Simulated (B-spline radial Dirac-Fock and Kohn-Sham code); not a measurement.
## Atomic SCF run for Tl

ΔSCF core binding energies without Breit or QED terms, calculated with a radial atomic solver. Keys: rel is the Hamiltonian (dirac, or spin-free x2c and nr, where L3 and M5 stand for the whole 2p and 3d shells), method is hf or an exchange,correlation pair (spin-unpolarised, also for the hole states), nuc the nuclear model, radius_factor scales its radius, rmax is the box in bohr, h the logarithmic mesh step, order the B-spline order, points the quadrature points per cell, c_factor scales the speed of light, and damp, ndamp, maxit and tol steer the iteration. The run stops when the commutator error falls below 10·tol·max(1, Z/10), or the numerical noise floor, and the energy has settled to about 1e-8 Ha; the virial ratio is −V/T.

Input (task.json):

```json
{"items": [{"Z": 81, "q": 0, "cfg": [[1, 0, 2], [2, 0, 2], [2, 1, 6], [3, 0, 2], [3, 1, 6], [3, 2, 10], [4, 0, 2], [4, 1, 6], [4, 2, 10], [4, 3, 14], [5, 0, 2], [5, 1, 6], [5, 2, 10], [6, 0, 2], [6, 1, 1]], "A": 205, "rrms": 5.4759, "do": "settings", "holes": ["K", "L3", "M5"],
  "settings": [{"rel": "dirac", "method": "hf", "nuc": "fermi", "radius_factor": 1000.0, "rmax": 45.0, "h": 0.3, "order": 8, "points": 10, "c_factor": 1.0, "maxit": 99, "damp": 0.5, "ndamp": 3, "tol": 1e-08}]}]}
```

Command: `python xray2_run.py task.json out`

Ground-state iterations:

```
iter   energy (Ha)        error
   1    -9807.70432989  1.09e+01
   2    -9899.01580670  3.06e+00
   3    -9954.62109880  6.08e-01
   4    -9960.09567522  4.55e-01
   5    -9962.17030004  7.60e-02
   6    -9962.25124562  2.11e-02
   7    -9962.25565549  2.22e-03
   8    -9962.25571103  6.57e-04
   9    -9962.25571667  7.38e-05
  10    -9962.25571675  7.34e-06
  11    -9962.25571676  1.48e-06
  12    -9962.25571676  3.19e-07
```

The ground state converged in 12 iterations, with total energy -9962.25572 Ha, virial ratio 2.65929 and highest orbital energy -4.38 eV. ΔSCF binding energies: K (1s) 10194.5 eV, L3 (2p3/2) 5962.4 eV, M5 (3d5/2) 2450.9 eV.

**Question.** One setting is unsound. Which, and why?

**Answer.** radius_factor inflates the nucleus far beyond its size, which weakens the binding of the inner electrons. With the default settings (Dirac Hartree-Fock): The ground state converged in 11 iterations, with total energy -20274.84358 Ha, virial ratio 1.86406 and highest orbital energy -4.80 eV. ΔSCF binding energies: K (1s) 86005.5 eV, L3 (2p3/2) 12700.5 eV, M5 (3d5/2) 2399.4 eV.
